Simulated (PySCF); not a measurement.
Species: C8H5ClS.
SMILES with atom numbers: `[Cl:1][c:2]1[cH:3][cH:4][cH:5][c:6]2[s:7][cH:8][cH:9][c:10]12` (hydrogens: H11 on C3; H12 on C4; H13 on C5; H14 on C8; H15 on C9)

Method: PBE0-D3(BJ)/def2-SVP geometry optimisation, gas phase in PySCF; density fitting, grid level 1; the optimiser is geomeTRIC in internal coordinates, started from a GFN2-xTB structure with every atom displaced at random (about 0.01 Å).

Step 1: E = -31705.0543 eV
```
atom  x, y, z in Å  |  force x, y, z in eV/Å
Cl1     0.4731    4.9001   -1.1042   -0.040  -0.285   0.071
C2      0.0902    3.2489   -0.6950    0.081   0.161  -0.036
C3     -1.2294    2.8612   -0.5467   -0.289   0.159  -0.008
C4     -1.5497    1.5348   -0.2182    0.258  -0.018   0.001
C5     -0.5528    0.5866   -0.0342   -0.173  -0.136   0.044
C6      0.7776    0.9846   -0.1813   -0.025   0.105  -0.023
S7      2.1935   -0.0022    0.0064    0.002  -0.021   0.027
C8      3.2231    1.3422   -0.3469    0.564  -0.126  -0.018
C9      2.5495    2.4917   -0.6071   -0.036   0.187  -0.024
C10     1.1299    2.3177   -0.5136    0.008   0.003  -0.025
H11    -2.0268    3.5991   -0.6799    0.119  -0.056  -0.013
H12    -2.5941    1.2493   -0.1026   -0.106  -0.011   0.001
H13    -0.8099   -0.4450    0.2247    0.057   0.076  -0.025
H14     4.3148    1.1981   -0.3448   -0.399   0.043  -0.008
H15     3.0216    3.4438   -0.8579   -0.021  -0.080   0.035
```

Step 2: E = -31705.0580 eV
```
atom  x, y, z in Å  |  force x, y, z in eV/Å
Cl1     0.4772    4.8863   -1.0988    0.010  -0.040   0.011
C2      0.0868    3.2459   -0.6907    0.010   0.182  -0.051
C3     -1.2383    2.8695   -0.5497    0.140  -0.152   0.038
C4     -1.5408    1.5387   -0.2192   -0.224  -0.087   0.029
C5     -0.5542    0.5820   -0.0283    0.003   0.129  -0.032
C6      0.7760    0.9845   -0.1763    0.082  -0.009   0.009
S7      2.1972    0.0018    0.0104    0.001  -0.071  -0.005
C8      3.2313    1.3420   -0.3546   -0.042   0.017   0.022
C9      2.5477    2.4915   -0.6018    0.022   0.071  -0.049
C10     1.1272    2.3163   -0.5090    0.035  -0.047   0.030
H11    -2.0307    3.6059   -0.6932    0.027  -0.018  -0.002
H12    -2.5889    1.2521   -0.1093   -0.017  -0.005   0.001
H13    -0.8097   -0.4478    0.2292    0.004   0.022  -0.006
H14     4.3130    1.1986   -0.3620   -0.059   0.007   0.004
H15     3.0170    3.4435   -0.8480    0.007   0.001  -0.001
```

Task: Estimate the geometry and energy of step 3. (The exact step hangs on the optimiser's Hessian estimate; all steps are aligned on step 2, rigid shifts and turns removed.)

Result: E = -31705.0589 eV, largest force 0.194 eV/Å
```
atom  x, y, z in Å  |  force x, y, z in eV/Å
Cl1     0.4819    4.8803   -1.0962   -0.027   0.078  -0.016
C2      0.0888    3.2457   -0.6888   -0.024  -0.016  -0.005
C3     -1.2346    2.8594   -0.5472    0.001   0.018  -0.006
C4     -1.5559    1.5327   -0.2163    0.090   0.046  -0.019
C5     -0.5559    0.5905   -0.0277    0.008  -0.051   0.006
C6      0.7766    0.9908   -0.1754   -0.001   0.003   0.005
S7      2.1942    0.0020    0.0093    0.008   0.016  -0.024
C8      3.2288    1.3429   -0.3565   -0.183   0.064   0.017
C9      2.5532    2.4987   -0.6032   -0.043  -0.138   0.007
C10     1.1329    2.3207   -0.5082   -0.031  -0.042   0.038
H11    -2.0207    3.5979   -0.6975   -0.051   0.054  -0.006
H12    -2.6063    1.2458   -0.1095    0.081   0.019  -0.005
H13    -0.8023   -0.4401    0.2284   -0.005  -0.055   0.015
H14     4.3040    1.1953   -0.3651    0.163  -0.023   0.004
H15     3.0261    3.4481   -0.8474    0.015   0.027  -0.011
```

The energy changes by -0.0009 eV. The first-order estimate −F·Δx gives -0.0097 eV and the mean of the old and new forces, exact on a quadratic surface, -0.0008 eV. The step makes an angle of 56° with the force vector and moves no atom by more than 0.019 Å.

What follows is the cost of the whole optimisation. On Arm Neoverse N1, one thread, no GPU, on a shared host, this took 3.1 min of wall time and 0.89 GiB of memory at its peak.
